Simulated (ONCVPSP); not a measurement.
u(r) = r·R(r): atom against pseudo-atom (F)

Columns: radius, all-electron u(r) and pseudo u(r) of the 2p shell (level -11.23 eV) of fluorine in the configuration [He] 2s1.75 2p5.25; PBE, non-relativistic, ONCV scheme, ONCVPSP 4.0.1.

```csv
r (bohr),all-electron,pseudo
0.045,0.0356,0.0136
0.090,0.1169,0.0534
0.135,0.2189,0.1187
0.180,0.3264,0.2056
0.225,0.4303,0.3077
0.270,0.5258,0.4168
0.315,0.6103,0.5253
0.360,0.6831,0.6277
0.405,0.7443,0.7207
0.450,0.7944,0.8021
0.495,0.8339,0.8689
0.540,0.8636,0.9172
0.585,0.8848,0.9446
0.630,0.8983,0.9517
0.675,0.9051,0.9436
0.720,0.9063,0.9280
0.765,0.9026,0.9114
0.810,0.8949,0.8970
0.855,0.8839,0.8841
0.900,0.8701,0.8701
0.945,0.8542,0.8542
0.990,0.8364,0.8364
1.035,0.8174,0.8174
1.080,0.7972,0.7972
1.125,0.7764,0.7764
1.170,0.7550,0.7550
```

(1) How many radial nodes do the two functions have?

(2) At about which radius was the pseudo-wave matched?

(3) Where does each function peak?

(4) Is the pseudo-wave norm-conserving?

Answers

(1) The all-electron 2p function has n − l − 1 = 0; the pseudo-wave has 0.

(2) 0.90 bohr, where the columns begin to agree (steps of 0.04 bohr).

(3) Outermost all-electron maximum near 0.72 bohr, pseudo maximum near 0.63 bohr (to the table’s step).

(4) Yes: the ONCV scheme keeps the norm inside the radius equal to the all-electron one, which fixes the energy derivative of the logarithmic derivative at the level.
